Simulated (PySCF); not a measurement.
# Spinor energies of Tc³²⁺ (technetium, charge +32)

Start: [Ne] 3s1; 3s1/2 filled at m_j = +1/2. Calculated with PySCF 2.14 in an uncontracted even-tempered set (18 s from 5.5 bohr⁻², ratio 2.4; 13 p from 7.2 bohr⁻², ratio 2.4; 4 d from 23 bohr⁻², ratio 2.6; 4 f from 35 bohr⁻², ratio 2.6): generalised Hartree-Fock with the X2C-1e Hamiltonian and a Gaussian nucleus; one run each with spin-orbit coupling (SO) switched off, then screened by Boettger's factors.

| spinor shell | electrons | ε, spin-free (eV) | ε, screened SO (eV) | weight of nominal j (screened SO) | rms radius, screened SO (bohr) |
| --- | --- | --- | --- | --- | --- |
| 1s1/2 | 2 | -22947.3 | -22946.5 | 1.000 | 0.0393 |
| 2s1/2 | 2 | -4772.7 | -4772.5 | 1.000 | 0.158 |
| 2p1/2 | 2 | -4457.2 | -4542.0 | 1.000 | 0.138 |
| 3s1/2 | 1 | -1900.0 | -1899.9 | 1.000 | 0.382 |

(1) Where does 2p3/2 lie, and what is the 2p spin-orbit splitting (screened SO)?

```
   quantity    spin-free  screened SO
E (hartree)  -3478.21333  -3478.68470
        M_J          1/2          1/2
       ⟨J²⟩        0.750        0.750
       ⟨L²⟩        0.000        0.003
       ⟨S²⟩        0.750        0.753
```

Each row is a mean over spinors that exchange with the open shell spreads, by up to 7.653 eV (2s1/2).

Breit and QED terms are absent; they matter most for the inner s and p1/2 levels.

Densities and radii are taken from the X2C orbitals without a picture-change correction, which distorts them close to the nucleus.

Without spin-orbit coupling the j labels of p, d and f shells carry no meaning; the spin-free column gives the mean over the occupied spinors of each nl shell.

Results:

(1) At -4417.7 eV, 124.25 eV above 2p1/2.
